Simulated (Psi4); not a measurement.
CCl3 (SMILES Cl[C-](Cl)Cl), charge -1, singlet, geometry from GFN2-xTB (a gas-phase anion, which may not be bound at this level); HF/6-311G** (Psi4).

Input for Psi4:
```
memory 2 GB

molecule {
-1 1
C    -0.01109338   -0.01005188    0.65819826
Cl    0.00076126    1.66832402   -0.05198398
Cl    1.44532711   -0.83228868   -0.06582593
Cl   -1.44217306   -0.83248762   -0.11449536
}

set {
  basis 6-311g**
}

energy('scf')
print_variables()
```

The log (banner, timings and long lists left out):

```
   => Loading Basis Set <=

    Name: 6-311G**
    Role: ORBITAL
    Keyword: BASIS

         ---------------------------------------------------------
                                   SCF
               by Justin Turney, Rob Parrish, Andy Simmonett
                          and Daniel G. A. Smith
                              RHF Reference
         ---------------------------------------------------------

  ==> Geometry <==

    Molecular point group: c1
    Full point group: C1

    Geometry (in Angstrom), charge = -1, multiplicity = 1:

       Center              X                  Y                   Z               Mass
    ------------   -----------------  -----------------  -----------------  -----------------
         C           -0.011125827612    -0.010081280729     0.660123469737    12.000000000000
         CL           0.000728812388     1.668294619271    -0.050058770263    34.968852682000
         CL           1.445294662388    -0.832318080729    -0.063900720263    34.968852682000
         CL          -1.442205507612    -0.832517020729    -0.112570150263    34.968852682000

  Running in c1 symmetry.

  Rotational constants: A =      0.11116  B =      0.11116  C =      0.05780 [cm^-1]
  Rotational constants: A =   3332.51594  B =   3332.51593  C =   1732.87969 [MHz]
  Nuclear repulsion =  247.718362610424833

  Charge       = -1
  Multiplicity = 1
  Electrons    = 58
  Nalpha       = 29
  Nbeta        = 29

  ==> Algorithm <==

  SCF Algorithm Type is DF.
  DIIS enabled.
  MOM disabled.
  Fractional occupation disabled.
  Guess Type is SAD.
  Energy threshold   = 1.00e-06
  Density threshold  = 1.00e-06
  Integral threshold = 1.00e-12

  ==> Primary Basis <==

  Basis Set: 6-311G**
    Blend: 6-311G**
    Number of shells: 44
    Number of basis functions: 96
    Number of Cartesian functions: 100
    Spherical Harmonics?: true
    Max angular momentum: 2

   => Loading Basis Set <=

    Name: (6-311G** AUX)
    Role: JKFIT
    Keyword: DF_BASIS_SCF

  ==> Integral Setup <==

  SCF_SUBTYPE=INCORE selected. In-core MEM_DF algorithm will be used.
  Using in-core AOs.

  ==> MemDFJK: Density-Fitted J/K Matrices <==

    J tasked:                   Yes
    K tasked:                   Yes
    wK tasked:                   No
    Algorithm:                 Core
    Schwarz Cutoff:           1E-12
    Mask sparsity (%):       7.1181
    Fitting Condition:        1E-10

   => Auxiliary Basis Set <=

  Basis Set: (6-311G** AUX)
[...]

   @DF-RHF iter SAD: -1415.89502137607883   -1.41590e+03   0.00000e+00
   @DF-RHF iter   1: -1416.31636881769373   -4.21347e-01   3.01201e-03 DIIS/ADIIS
   @DF-RHF iter   2: -1416.35382721668611   -3.74584e-02   1.17506e-03 DIIS/ADIIS
   @DF-RHF iter   3: -1416.35882311890214   -4.99590e-03   3.11587e-04 DIIS/ADIIS
   @DF-RHF iter   4: -1416.35947970570942   -6.56587e-04   1.24068e-04 DIIS/ADIIS
   @DF-RHF iter   5: -1416.35958665556086   -1.06950e-04   1.91713e-05 DIIS
   @DF-RHF iter   6: -1416.35959181857174   -5.16301e-06   5.09601e-06 DIIS
   @DF-RHF iter   7: -1416.35959219529104   -3.76719e-07   1.79245e-06 DIIS
   @DF-RHF iter   8: -1416.35959225516649   -5.98754e-08   6.32167e-07 DIIS
  Energy and wave function converged.

  ==> Post-Iterations <==

    Orbital Energies [Eh]
    ---------------------

    Doubly Occupied:

[...]
    Virtual:

[...]
      96A    219.287462

    Final Occupation by Irrep:
              A
    DOCC [    29 ]
    NA   [    29 ]
    NB   [    29 ]

  @DF-RHF Final Energy: -1416.35959225516649

   => Energetics <=

    Nuclear Repulsion Energy =            247.7183626104248333
    One-Electron Energy =               -2462.6423625286083734
    Two-Electron Energy =                 798.5644076630171639
    Total Energy =                      -1416.3595922551664898

Computation Completed

Properties will be evaluated at   0.000000,   0.000000,   0.000000 [a0]

Properties computed using the SCF density matrix

 Multipole Moments:

 ------------------------------------------------------------------------------------
     Multipole            Electronic (a.u.)      Nuclear  (a.u.)        Total (a.u.)
 ------------------------------------------------------------------------------------

 L = 1.  Multiply by 2.5417464519 to convert [e a0] to [Debye]
 Dipole X            :          0.0112713           -0.0034951            0.0077762
 Dipole Y            :          0.0102131           -0.0031670            0.0070462
 Dipole Z            :         -0.6687560            0.2073727           -0.4613832
 Magnitude           :                                                    0.4615025

 ------------------------------------------------------------------------------------

  Variable Map:
  ----------------------------------------------------------------------------
[...]
  Array Variable Map:
  ----------------------------------------------------------------------------
[...]
[...]
```
